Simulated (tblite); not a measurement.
Species: C5H3ClN (doublet state).
Atom-mapped SMILES: `[CH2:1]=[C:2]([C:3]#[N:4])/[CH:5]=[C:6]\[Cl:7]` (hydrogens: H8, H9 on C1; H10 on C5)

The geometry is computed with GFN2-xTB (gas phase). This method treats the open shell by occupation alone, without spin polarisation.

Q: Give the optimised bond lengths and angles.

A: 
| bond | length (Å) | order |
| --- | --- | --- |
| C1=C2 | 1.338 | double |
| C2–C3 | 1.417 | single |
| C3≡N4 | 1.146 | triple |
| C2–C5 | 1.473 | single |
| C5=C6 | 1.311 | double |
| C6–Cl7 | 1.644 | single |
| C1–H8 | 1.077 | single |
| C1–H9 | 1.077 | single |
| C5–H10 | 1.082 | single |

Orders are formal, as drawn. A selection of angles:
| angle | degrees |
| --- | --- |
| C2–C1–H8 | 121.3 |
| C2–C1–H9 | 121.4 |
| H8–C1–H9 | 117.3 |
| C1–C2–C3 | 119.7 |
| C1–C2–C5 | 122.5 |
| C3–C2–C5 | 117.8 |
| C2–C3–N4 | 179.2 |
| C2–C5–C6 | 126.8 |
| C2–C5–H10 | 114.4 |
| C6–C5–H10 | 118.8 |
| C5–C6–Cl7 | 137.4 |

Torsions: C1–C2–C5–C6 180° (antiperiplanar); C2–C5–C6–Cl7 0° (synperiplanar).

The 7 heavy atoms lie in one plane (0.000 Å rms). C5 (carbon bonded to 2 C and H) is planar (angles 126.8°, 118.8° and 114.4°, sum 360.0°, 0.00 Å off the plane of its three neighbours). C1 (carbon bonded to C and 2 H) is planar (angles 121.4°, 121.3° and 117.3°, sum 360.0°, 0.00 Å off the plane of its three neighbours). C6 (carbon bonded to C and Cl) is bent (angle 137.4°). Of the pairs four or more bonds apart, C3···Cl7 is among the closest relative to their van der Waals radii: 3.10 Å, 90 % of the sum of Bondi's values. C2 (carbon bonded to 3 C) is planar (angles 122.5°, 119.7° and 117.8°, sum 360.0°, 0.00 Å off the plane of its three neighbours). The 4 C–C bonds span 1.311 Å (C5=C6, drawn double) to 1.473 Å (C2–C5, drawn single), a spread of 0.162 Å.

Point group: Cs (tolerance 0.08 Å). Its GFN2-xTB frequencies are all real (lowest 51 cm⁻¹). 3 starts were optimised and ended at 0.00, 0.00 and 1.27 kcal/mol (GFN2-xTB); the lowest of these is shown.

One conformer stands for the species.
